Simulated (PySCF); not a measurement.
SMILES C=CC[SiH2][Si](Cl)(Cl)Cl (C₃H₇Cl₃Si₂), singlet (GFN2-xTB optimised geometry):

```
15

C     -3.471    -3.132     2.899
C     -2.780    -2.010     2.990
C     -2.182    -1.290     1.832
Si    -0.281    -1.481     1.803
Si     0.572    -0.280     0.000
Cl     0.002    -1.034    -1.801
Cl     2.604    -0.280     0.000
Cl     0.000     1.673     0.000
H     -3.877    -3.626     3.765
H     -3.664    -3.601     1.948
H     -2.599    -1.562     3.958
H     -2.433    -0.229     1.895
H     -2.604    -1.673     0.902
H      0.283    -0.980     3.063
H      0.064    -2.904     1.695
```

Calculation: CAM-B3LYP/def2-TZVP run with PySCF 2.14.0.

### Question
What are the frontier orbital energies and the dipole moment?

### Answer
HOMO-2 -10.49 eV, HOMO-1 -9.98 eV, HOMO -8.71 eV, LUMO 0.43 eV, LUMO+1 0.63 eV; dipole moment 1.92 D.

Meta-Löwdin charges at CAM-B3LYP/def2-TZVP: C1 -0.28, C2 -0.09, C3 -0.43, Si4 0.42, Si5 0.78, Cl6 -0.28, Cl7 -0.28, Cl8 -0.28, H9 0.12, H10 0.11, H11 0.11, H12 0.13, H13 0.12, H14 -0.09, H15 -0.08.
